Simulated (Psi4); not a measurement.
A dimer, CH2O ··· CH2O2 (SMILES C=O and O=CO); the first 4 atoms form monomer A.

```
9

C     -0.0058     0.0008    -0.0002
O      1.1808    -0.1625     0.0497
H     -0.4599     1.0108    -0.0159
H     -0.7151    -0.8491    -0.0336
O      3.5385     3.3645     0.2731
C      2.6833     4.4009     0.2933
O      1.4911     4.3124     0.2394
H      3.0136     2.5491     0.2080
H      3.2458     5.3403     0.3663
```

### Question
What interaction energy does SAPT0/jun-cc-pVDZ, frozen core in Psi4 give, and which attractive term is the largest?

### Answer
Total -2.78 kcal/mol: electrostatics -2.45, exchange 0.06, induction -0.15, dispersion -0.24. The most attractive term is electrostatics.
